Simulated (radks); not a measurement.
The numbers below are computed, except where a source is named.
Spherical quantum dot in the effective-mass picture: electrons in a parabolic well V = omega^2 r^2 / 2 with omega = 1.15, all in effective atomic units (hartree* = m*/eps^2 hartree, bohr* = eps/m* bohr), one dielectric constant everywhere. Level of theory: non-relativistic Kohn-Sham, exchange-only LDA, spin-polarised, spherical densities (a radial shooting solver with Libxc functionals). Levels are named by radial order and angular momentum (1s, 1p, 1d, 2s, ...), and open shells are averaged over m. Each electron was tried in the lowest free levels, single moves between levels near the top were tried too, and the lowest total energy was kept; such a search can miss a lower state. At N = 1 the Hartree and exchange-correlation terms need not cancel, so that row can carry a self-interaction error.

\begin{tabular}{lrrrrrrr}
N & open shells & 2S & E (hartree*) & mu = E(N) - E(N-1) (hartree*) & addition energy mu(N+1) - mu(N) (hartree*) & e(HOMO) (hartree*) & rms radius (bohr*) \\ \hline
1 & 1s(up 1, down 0) & 1 & 1.78678 & 1.7868 & 0.8212 & 2.0896 & 1.152 \\
2 & none & 0 & 4.39471 & 2.6079 & 1.519 & 2.8805 & 1.220 \\
3 & 1p(up 1, down 0) & 1 & 8.52159 & 4.1269 & 0.5002 & 4.3742 & 1.372 \\
4 & 1p(up 2, down 0) & 2 & 13.1487 & 4.6271 & 0.5063 & 4.8805 & 1.460 \\
5 & 1p(up 3, down 0) & 3 & 18.2821 & 5.1334 & 0.6758 & 5.3855 & 1.525 \\
6 & 1p(up 3, down 1) & 2 & 24.0913 & 5.8092 & 0.4516 & 6.0319 & 1.581 \\
7 & 1p(up 3, down 2) & 1 & 30.3521 & 6.2608 & 0.4604 & 6.4908 & 1.629 \\
8 & none & 0 & 37.0733 & 6.7212 & 1.250 & 6.9514 & 1.672 \\
9 & 1d(up 1, down 0) & 1 & 45.0448 & 7.9715 & 0.4072 & 8.1751 & 1.734 \\
10 & 1d(up 2, down 0) & 2 & 53.4236 & 8.3787 & 0.4062 & 8.5822 & 1.787 \\
11 & 1d(up 3, down 0) & 3 & 62.2085 & 8.7849 & 0.4036 & 8.9872 & 1.833 \\
12 & 1d(up 4, down 0) & 4 & 71.3971 & 9.1885 & 0.4002 & 9.3893 & 1.875 \\
13 & 1d(up 5, down 0) & 5 & 80.9858 & 9.5888 & 0.5323 & 9.7877 & 1.913 \\
14 & 1d(up 5, down 1) & 4 & 91.1069 & 10.121 & 0.3755 & 10.309 & 1.950 \\
15 & 1d(up 5, down 2) & 3 & 101.603 & 10.497 & 0.3756 & 10.684 & 1.984 \\
16 & 1d(up 5, down 3) & 2 & 112.476 & 10.872 & 0.3742 & 11.060 & 2.016 \\
17 & 1d(up 5, down 4) & 1 & 123.722 & 11.246 & 0.3721 & 11.433 & 2.046 \\
18 & none & 0 & 135.340 & 11.618 & 0.4763 & 11.804 & 2.075 \\
19 & 2s(up 1, down 0) & 1 & 147.435 & 12.095 & 0.4266 & 12.283 & 2.103 \\
20 & none & 0 & 159.956 & 12.521 & 0.8702 & 12.707 & 2.131 \\
21 & 1f(up 1, down 0) & 1 & 173.348 & 13.392 & 0.3380 & 13.561 & 2.163 \\
22 & 1f(up 2, down 0) & 2 & 187.078 & 13.730 & 0.3364 & 13.898 & 2.193 \\
23 & 1f(up 3, down 0) & 3 & 201.144 & 14.066 & 0.3346 & 14.234 & 2.222 \\
24 & 1f(up 4, down 0) & 4 & 215.544 & 14.401 & 0.3327 & 14.567 & 2.250 \\
25 & 1f(up 5, down 0) & 5 & 230.278 & 14.733 & 0.3308 & 14.899 & 2.276 \\
26 & 1f(up 6, down 0) & 6 & 245.342 & 15.064 & 0.3287 & 15.229 & 2.302 \\
27 & 1f(up 7, down 0) & 7 & 260.735 & 15.393 & 0.4308 & 15.557 & 2.326 \\
28 & 1f(up 7, down 1) & 6 & 276.558 & 15.824 & 0.3174 & 15.983 & 2.350 \\
29 & 1f(up 7, down 2) & 5 & 292.699 & 16.141 & 0.3164 & 16.299 & 2.374 \\
30 & 1f(up 7, down 3) & 4 & 309.157 & 16.457 & 0.3151 & 16.615 & 2.396 \\
31 & 1f(up 7, down 4) & 3 & 325.929 & 16.773 & 0.3137 & 16.930 & 2.418 \\
32 & 1f(up 7, down 5) & 2 & 343.016 & 17.086 & 0.3122 & 17.243 & 2.439 \\
33 & 1f(up 7, down 6) & 1 & 360.414 & 17.398 & 0.3106 & 17.554 & 2.460 \\
34 & none & 0 & 378.123 & 17.709 & 0.4629 & 17.864 & 2.480 \\
35 & 2p(up 1, down 0) & 1 & 396.295 & 18.172 & 0.3119 & 18.328 & 2.500 \\
36 & 2p(up 2, down 0) & 2 & 414.779 & 18.484 & - & 18.640 & 2.520 \\
\end{tabular}

All shells are closed at N = 2, 8, 18, 20, 34 (there: 1s2 1p6 1d10 2s2 1f14); the second difference of the energy has clear peaks (12 % above both neighbours; the first and last values, which can be the largest, are not judged, and half-filled shells can peak too) at N = 2, 5, 8, 13, 20, 27, 34.
